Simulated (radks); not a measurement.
Results of a calculation; reference values are marked as such.
Ionisation of the gold ion Au+, [Xe] 4f14 5d10, to Au2+, [Xe] 4f14 5d9, under several functionals. Dirac Kohn-Sham, spin-unpolarised, spherical densities, point nucleus; open shells fill j = l - 1/2 first; a radial shooting solver on a logarithmic mesh with Libxc functionals.

functional,E(Au+) (hartree),Exc (hartree),IE (eV),-e(HOMO) (eV),<r> HOMO (bohr),IE error (eV)
B86b exchange with PBE correlation,-19049.1153,-366.6782,20.568,14.752,1.605,+0.365
exchange-only LDA,-19028.9540,-346.3060,19.390,13.640,1.620,-0.813
"LDA (Slater exchange, Perdew-Wang correlation)",-19037.1780,-354.6248,20.836,15.018,1.607,+0.633
PBEsol,-19042.4658,-359.9645,20.575,14.758,1.604,+0.372
XLYP,-19049.8200,-367.3657,20.482,14.681,1.614,+0.279
OLYP,-19054.4509,-372.2468,20.508,14.649,1.596,+0.305
PBE,-19047.7501,-365.2997,20.547,14.731,1.606,+0.344

NIST Atomic Spectra Database: 20.20 eV (measured). Closest: XLYP. The Delta-SCF values span 1.45 eV, the total energies 25.50 hartree. The highest occupied level is 5d5/2. Spin polarisation and multiplet splitting are left out, so open shells lie too high by an amount that depends on their filling.

Beside tabulated values, note that spin-unpolarised runs miss the spin-polarisation part of the exchange energy of open shells.
